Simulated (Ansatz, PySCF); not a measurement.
C3H9FOSi, SMILES CO[Si@@H](C)CF.

Coordinates come from a r2SCAN-D4/def2-SVP optimisation. The structure was generated by enumeration; whether it is a known compound was not checked. One conformer was computed; it need not be the lowest.

Vertical ionisation energy (IE) and electron affinity (EA) in eV. Rows of orbital energies are one-electron estimates. Where ΔSCF, EOM or ADC give a negative EA the extra electron is unbound and the value depends on the basis.

```tsv
level	IE	EA
−ε(HOMO), −ε(LUMO), PBE0/def2-TZVP (PySCF)	7.82	-0.61
−ε(HOMO), −ε(LUMO), PBE/def2-TZVP (PySCF)	?	?
ΔSCF, CAM-B3LYP/def2-SVPD (Ansatz), final states of multiplicity 2 and 2	10.12	-1.66
ΔSCF, PBE/def2-SVPD (Ansatz), final states of multiplicity 2 and 2	9.31	-1.36
```

### Question
What belongs in the gaps? (The exact figures need the calculation; the answer reports its results.)

### Answer

- −ε(HOMO), −ε(LUMO), PBE/def2-TZVP (PySCF), IE: 6.32
- −ε(HOMO), −ε(LUMO), PBE/def2-TZVP (PySCF), EA: 0.37

### Question
What vertical singlet–triplet gap does ΔSCF give with CAM-B3LYP/def2-SVPD (Ansatz, a first-principles code) and with PBE/def2-SVPD (Ansatz)? (The exact figures need the calculation; the answer reports its results.)

### Answer
6.87 and 5.80 eV (triplet above singlet where positive).
